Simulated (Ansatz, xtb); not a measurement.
## Relative energy of two structures of FHO2SeSi

Structure a: `O[Si@]1(F)O[Se]1`, a singlet. Structure b: a singlet given by its coordinates. Both are isolated molecules in the gas phase, relaxed with PBE0-D3(BJ)/def2-SVP; the shapes shown needn't be the lowest conformers.

a (Å):

```xyz
6

F    -1.4511    0.6777    0.4855
O    -1.5390    0.3513    3.0683
O    -1.4092   -1.9349    1.4296
Se    0.5781   -1.7524    1.4659
Si   -1.0942   -0.3488    1.6693
H    -1.8515    1.2612    3.0345
```

b (Å):

```
atom    x (Å)    y (Å)    z (Å)
   F  -1.9253   0.4056  -0.3365
   O   0.2552  -0.3548   1.1172
   O   0.6601   0.2656  -1.1980
  Se   1.6826   0.4987   0.3194
  Si  -0.5806  -0.4716  -0.3364
   H  -0.9538  -1.8283  -0.7652
```

Close contacts (Å): F1–Si5 1.61, O2–Se4 1.84, O2–Si5 1.68, O3–Se4 1.84, O3–Si5 1.68, Se4–Si5 2.55, Si5–H6 1.47.

Quicker runs give these differences E(b) − E(a): GFN2-xTB +0.180 eV; HF/STO-3G −0.425 eV (at GFN2-xTB geometries); r2SCAN-D4/def2-SVP +1.036 eV (at GFN2-xTB geometries).

Estimate E(b) − E(a) at the level CCSD(T)/def2-SVP + ΔMP2/def2-TZVPP.

Calculated at CCSD(T)/def2-SVP + ΔMP2/def2-TZVPP: E(b) − E(a) = +0.885 eV, so structure a lies lower.

How the difference moves with the method:

```
                             level              geometry  E(b) − E(a) (eV)  departure from the last row (eV)  job, with rough time for the two
                          GFN2-xTB              GFN2-xTB              +0.180                            −0.705              optimisation, 0.26 s
                         HF/STO-3G              GFN2-xTB              −0.425                            −1.310              single point, 0.68 s
                r2SCAN-D4/def2-SVP              GFN2-xTB              +1.036                            +0.151               single point, 5.4 s
              PBE0-D3(BJ)/def2-SVP  PBE0-D3(BJ)/def2-SVP              +0.959                            +0.074                optimisation, 54 s
                       HF/def2-SVP  PBE0-D3(BJ)/def2-SVP              +0.881                            −0.003           part of the CCSD(T) run
                      MP2/def2-SVP  PBE0-D3(BJ)/def2-SVP              +1.056                            +0.172           part of the CCSD(T) run
                  CCSD(T)/def2-SVP  PBE0-D3(BJ)/def2-SVP              +0.983                            +0.098                      single point
CCSD(T)/def2-SVP + ΔMP2/def2-TZVPP  PBE0-D3(BJ)/def2-SVP              +0.885                                                  single point, 47 s
```

HF/STO-3G puts the two in the other order. The largest departure from CCSD(T)/def2-SVP + ΔMP2/def2-TZVPP is that of HF/STO-3G, 1.310 eV. The last row adds to CCSD(T) the change of the MP2 difference between the two basis sets, here −0.098 eV.

With harmonic frequencies from PBE0-D3(BJ)/def2-SVP (ideal gas, rigid rotor, one conformer each, 298.15 K, 1 atm): on the last row, ΔE + ΔZPE = +0.840, ΔH = +0.820, ΔG = +0.857 eV.

The correlated steps freeze 17 core orbitals; the filled d shell of Se is correlated, in a basis made for valence electrons. Mirror images aren't counted in ΔG. Run with Ansatz 0.2.0, xtb 6.7.1; the last row on 1 thread of Arm Neoverse V2 on a shared host.
